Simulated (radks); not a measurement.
Species: Nd2+. Configuration: [Xe] 4f4.

Calculated with a radial shooting solver on a logarithmic mesh with Libxc functionals: Dirac Kohn-Sham, BLYP, spin-unpolarised, spherical densities, finite nucleus; open shells fill j = l - 1/2 first; Fermi nuclear charge, rms radius 4.9123 fm.

Energy parts (Ry):
| part | energy |
|---|---|
| total | -19259.0919 |
| kinetic | 20768.3394 |
| electron-nucleus | -46999.5277 |
| Hartree | 7419.3144 |
| exchange-correlation | -447.2180 |

Orbitals (lengths in bohr, moments of r in powers of bohr; r(90%) holds 90 % of the orbital's charge):
| orbital | occ. | eigenvalue (Ry) | <1/r> | r(90%) |
|---|---|---|---|---|
| 1s1/2 | 2 | -3188.039 | 66.05 | 0.0426 |
| 2s1/2 | 2 | -516.1952 | 15.63 | 0.156 |
| 2p1/2 | 2 | -488.4625 | 15.62 | 0.139 |
| 2p3/2 | 4 | -450.2229 | 14.03 | 0.147 |
| 3s1/2 | 2 | -112.6801 | 5.663 | 0.391 |
| 3p1/2 | 2 | -100.8275 | 5.578 | 0.384 |
| 3p3/2 | 4 | -93.19555 | 5.181 | 0.402 |
| 3d3/2 | 4 | -72.53419 | 5.052 | 0.374 |
| 3d5/2 | 6 | -70.88408 | 4.952 | 0.380 |
| 4s1/2 | 2 | -23.13083 | 2.353 | 0.873 |
| 4p1/2 | 2 | -18.65872 | 2.247 | 0.908 |
| 4p3/2 | 4 | -17.00251 | 2.115 | 0.949 |
| 4d3/2 | 4 | -9.65156 | 1.894 | 1.06 |
| 4d5/2 | 6 | -9.35923 | 1.861 | 1.07 |
| 4f5/2 | 4 | -1.06800 | 1.260 | 1.92 |
| 4f7/2 | 0 | -1.03813 | 1.244 | 1.96 |
| 5s1/2 | 2 | -3.90565 | 0.9034 | 2.12 |
| 5p1/2 | 2 | -2.71065 | 0.7931 | 2.43 |
| 5p3/2 | 4 | -2.48550 | 0.7465 | 2.56 |

The highest occupied level is 4f5/2 at -14.531 eV. The electron density at the nucleus is 4.538e+05 e/bohr^3.
